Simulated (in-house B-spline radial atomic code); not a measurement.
Results of a calculation; reference values are marked as such.
**Making a Troullier-Martins s channel for Sn, r_c = 1.82 bohr**

Sn, [Kr] 4d10 5s2 5p2, non-relativistic PBE, spherical and spin-unpolarised, from a B-spline radial code for spherical atoms (atomic units). The all-electron 5s level is ε = -0.360522 hartree, its outermost node lies just inside 1.04 bohr and its outer maximum at 2.10 bohr.

Inside r_c the pseudo-orbital is u(r) = r^1 exp(p(r)), with p = c0 + c2 r² + c4 r⁴ + … + c12 r¹². The seven coefficients follow from p and its first four derivatives at r_c, from zero curvature of the screened potential at the origin, c4 = −c2²/(2l + 5), and from the norm inside r_c. At r_c the all-electron orbital has P = 0.6838586, P' = 0.2602729, the screened potential V = -1.205831, V' = 1.618895, V'' = -3.371187, and the norm inside is Q = 0.2201768.

**Question.** What are p, p' and p'' at r_c?

**Answer.** p = ln(P/r_c^1) = ln(0.6838586/1.82) = -0.97884. p' = P'/P − 1/r_c = 0.38059 − 0.54945 = -0.16886. The radial equation gives p'' = 2(V − ε) − 2(1) p'/r_c − p'² = -1.69062 − (-0.18556) − 0.02851 = -1.53357. Differentiating, p''' = 2V' + 2(1)p'/r_c² − 2(1)p''/r_c − 2p'p'' = 4.3032, and p'''' = 2V'' − 4(1)p'/r_c³ + 4(1)p''/r_c² − 2(1)p'''/r_c − 2p''² − 2p'p''' = -16.461.

For a trial c2 the five matching conditions are linear in c0, c6, c8, c10 and c12, and c2 is varied until the norm inside r_c equals Q. The root nearest zero gives:

```tsv
n	c_n
0	-1.71769
2	0.3455928
4	-0.02388688
6	0.0740026
8	-0.05556348
10	0.01309253
12	-0.001033527
```

**Question.** Check c4 and p(r_c), and find the screened pseudopotential at the origin.

**Answer.** −c2²/5 = -0.0238869, as listed. The terms c_n r_c^n are -1.71769, 1.14474, -0.26209, 2.68952, -6.68899, 5.22081, -1.36514, which sum to -0.97884. Inverting the radial equation, V_l(r) = ε + 1 p'/r + (p'' + p'²)/2, so V_l(0) = ε + (2l + 3) c2 = -0.360522 + 3 × (0.345593) = 0.6763 hartree, finite where the all-electron potential diverges.

Orbitals and screened potentials:

| r (bohr) | P | u | V all-electron | V pseudo |
| --- | --- | --- | --- | --- |
| 0.182 | 0.09923 | 0.03304 | -139.7 | 0.6778 |
| 0.455 | -0.1112 | 0.08768 | -29.37 | 0.7258 |
| 0.728 | -0.3273 | 0.157 | -11.35 | 0.875 |
| 1.001 | -0.02859 | 0.2557 | -5.388 | 0.8844 |
| 1.274 | 0.3242 | 0.3993 | -2.95 | 0.1865 |
| 1.547 | 0.5636 | 0.5679 | -1.807 | -1.054 |
| 1.82 | 0.6839 | 0.6839 | -1.206 | -1.206 |

Logarithmic derivatives P'/P at R = 2.12 bohr, for energies E around ε:

```
E − ε (hartree)  all-electron      pseudo
           -0.5      0.587763    0.580753
          -0.25      0.310133    0.307825
           -0.1      0.120481     0.12004
              0    -0.0179937  -0.0179905
            0.1     -0.167906   -0.168486
           0.25     -0.418621   -0.423183
            0.5     -0.929272   -0.957348
```

**Question.** With P(R) = 0.7174519 and a norm of 0.3703594 inside R, what slope in energy does norm conservation fix?

**Answer.** d(P'/P)/dE = −2 × (norm inside R)/P(R)² = -1.4390 per hartree·bohr at E = ε, for both atoms, since orbital and norm agree at R. Differences over ±0.1 hartree give -1.4419 (all-electron) and -1.4426 (pseudo), which also hold third-order terms. Half a hartree below ε the two curves differ by -0.0070.
